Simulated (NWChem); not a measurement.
# SiHOCl2F; SMILES O[Si](F)(Cl)Cl

```xyz
6

O     -1.2921    -0.0997    -1.3477
Si    -0.3355    -0.0116    -0.0092
F     -1.2270     0.0284     1.3459
Cl     0.8204    -1.6909     0.0262
Cl     0.8168     1.6899    -0.0032
H     -1.7554     0.7208    -1.5944
```
Atoms are numbered in this order, from 1.

Results from NWChem. All runs use the structure optimised with PBE-D3(BJ)/def2-SVP.

Among these, which level gives the lowest value of “highest occupied level (eV)”?
A. B3LYP/def2-SVP
B. LDA (Slater exchange, VWN5)/def2-SVP
C. LRC-wPBEh/def2-SVP
D. TPSSh/def2-SVP

C, LRC-wPBEh/def2-SVP. Values: LRC-wPBEh/def2-SVP -11.39; B3LYP/def2-SVP -9.09; TPSSh/def2-SVP -8.74; LDA (Slater exchange, VWN5)/def2-SVP -8.01
